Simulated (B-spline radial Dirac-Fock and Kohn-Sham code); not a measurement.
What relativity does to the binding energies of Al⁺

System: Al⁺, configuration [Ne] 3s2.

Both columns are ΔSCF binding energies of the configuration average from an atomic code on a B-spline grid: non-relativistic Hartree-Fock with a point nucleus, and Dirac-Fock with a finite nucleus and the Coulomb interaction alone, averaged over the two j levels with weights 2j+1.

```
shell  Hartree-Fock (eV)  Dirac-Fock (eV)  shift (eV)  shift (%)
   1s             1576.1           1579.6       +3.49      +0.22
   2s              137.6            138.1       +0.48      +0.35
   2p              90.69            90.63       -0.06      -0.06
   3s              17.52            17.55       +0.03      +0.18
```

Relativity binds 1s, 2s, 3s more strongly, among those listed most of all 2s in relative terms, and 2p more weakly.

Values without a named source are computed, but for edge energies of neutral atoms, which are taken from tables.
